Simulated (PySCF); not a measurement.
C3H2FNS. Atoms are numbered in the order given.

```xyz
8

F     -0.2028     2.2903     0.0000
C     -0.0423     0.9767     0.0000
C     -1.0846     0.0804     0.0000
S     -0.4260    -1.5105     0.0000
C      1.1694    -0.8252     0.0000
N      1.2127     0.4789     0.0000
H     -2.1541     0.2815     0.0000
H      2.0523    -1.4691     0.0000
```
Charge 0, spin multiplicity 1.

Coordinates come from a r2SCAN-D4/def2-SVP optimisation.

These are TDA-LC-ωPBE/def2-SVPD run with PySCF values and carry that method's errors.

Vertical excitations. The molecule is in vacuum. State labels are in the subgroup Cs.

```tsv
state	symmetry	energy (eV)	λ (nm)	f	main pairs
S1	A'	5.86	212	0.125	HOMO→LUMO 86 %
S2	A"	5.86	212	0.001	HOMO−2→LUMO 97 %
S3	A"	6.24	199	0.002	HOMO→LUMO+1 66 %, HOMO→LUMO+6 16 %
S4	A'	6.80	182	0.068	HOMO−1→LUMO 77 %, HOMO→LUMO+5 12 %
S5	A"	7.35	169	0.001	HOMO−1→LUMO+1 58 %, HOMO−1→LUMO+6 14 %
S6	A"	7.63	163	0.003	HOMO→LUMO+3 65 %, HOMO→LUMO+2 16 %
S7	A"	7.93	156	0.009	HOMO→LUMO+2 61 %, HOMO→LUMO+10 11 %, HOMO→LUMO+3 9 %
S8	A'	8.10	153	0.145	HOMO→LUMO+5 52 %, HOMO−2→LUMO+1 25 %, HOMO−2→LUMO+6 8 %
S9	A"	8.31	149	0.004	HOMO−2→LUMO+5 92 %
S10	A"	8.47	146	0.003	HOMO−3→LUMO 45 %, HOMO→LUMO+6 26 %, HOMO→LUMO+8 8 %
T1	A'	3.55	349	0	HOMO→LUMO 89 %
T2	A'	4.99	248	0	HOMO−1→LUMO 91 %
T3	A"	5.21	238	0	HOMO−2→LUMO 90 %
T4	A'	5.74	216	0	HOMO→LUMO+5 80 %
```
Triplets are in the Tamm–Dancoff approximation.
